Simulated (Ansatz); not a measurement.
Consider the formal exchange of groups at the Se–Si bond: `C[Se][SiH](F)Cl` + `CO[SiH](Cl)OC` → `CO[Si](Cl)(OC)[Se]C` + `F[SiH2]Cl`.

Gas-phase electronic energies from Ansatz, PBE0-D4/def2-TZVP geometries. CCSD(T)/CBS adds triple-zeta CCSD(T) − MP2 to the extrapolated MP2 energy (def2 sets, frozen cores). This one scheme is used for every species. Functionals use def2-TZVPP. For Se outer-core shells are correlated without core-valence functions, which leaves a few kJ/mol of doubt a bond. Scalar relativity is left out up to krypton. One conformer a species, not always the lowest.

**Question.** Is it downhill or uphill in electronic energy at CCSD(T)/CBS, and by how much? (An estimate is asked.)

**Answer.** Computed: Downhill: ΔE = -1.5 kcal/mol.

**Question.** What do these levels give: r2SCAN-D4, PBE0-D4, ωB97X-V, B2PLYP, PBE, MP2/def2-TZVPP, CCSD(T)/def2-TZVPP, HF/def2-QZVPP, MP2/def2-QZVPP, SCS-MP2/def2-QZVPP, HF/CBS(def2), MP2/CBS(def2)? (An estimate is asked.)

**Answer.** Ansatz gave: r2SCAN-D4 -0.6, PBE0-D4 -1.1, ωB97X-V -1.4, B2PLYP -0.5, PBE 0.4, MP2/def2-TZVPP -2.2, CCSD(T)/def2-TZVPP -1.8, HF/def2-QZVPP 0.6, MP2/def2-QZVPP -2.0, SCS-MP2/def2-QZVPP -1.5, HF/CBS(def2) 0.7, MP2/CBS(def2) -1.9 kcal/mol.

Largest T1 diagnostic among the species: 0.011.

In def2-TZVPP, CCSD(T) changes the Hartree–Fock value by −2.2 kcal/mol (the triples alone add −0.4 kcal/mol) and MP2 by −2.6 kcal/mol. The D4 term adds −2.0 kcal/mol with B3LYP and −1.2 kcal/mol with PBE0; it sums over pairs of atoms, weighted by their polarisabilities, and B3LYP, whose exchange is more repulsive, gets the larger term.

B3LYP here is the variant with VWN-RPA as its local correlation; programs differ in this.
